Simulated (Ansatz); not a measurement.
The cluster Co2S2. Total charge 0; singlet. Geometry r2SCAN-D4/def2-SVP, basis def2-TZVP, Ansatz.

Cartesian coordinates in Å:
```
Co 0.4895 -0.4964 0.9155
Co 0.2061 1.0306 -0.4686
S 0.7249 -0.8977 -1.1390
S -1.4204 0.3635 0.6920
```

| run | HOMO (eV) | LUMO (eV) |
| --- | --- | --- |
| A | -5.11 | -4.47 |
| B | -5.89 | -3.71 |
| C | -6.29 | -3.33 |
| D | -4.81 | -4.62 |
| E | -4.97 | -4.92 |

HSE06 is defined as in plane-wave codes, on full-range PBE exchange. No other spin state of charge 0 was run. Another isomer (quintet) lies 3.09 eV lower at PBE0-D4/def2-TZVP; other spin states weren't run for this one.

Problem. The runs used HSE06, LDA (SPW92), PBE, PBE0, r2SCAN. Estimate which is which.

Solution. A r2SCAN (0 % exact exchange); B HSE06 (range-separated); C PBE0 (25 % exact exchange); D PBE (0 % exact exchange); E LDA (SPW92) (0 % exact exchange). Exact exchange lowers occupied and raises empty levels; among semilocal functionals meta-GGAs tend to open the gap a little, and such runs are hard to tell apart. The gap grows from 0.05 eV (LDA (SPW92)) to 2.97 eV (PBE0). The restricted singlet is unstable towards broken spin symmetry in Hartree–Fock (as tested in another run); at r2SCAN-D4/def2-TZVP, HSE06-D4/def2-TZVP, PBE0-D4/def2-TZVP, PBE-D4/def2-TZVP and others this wasn't settled.
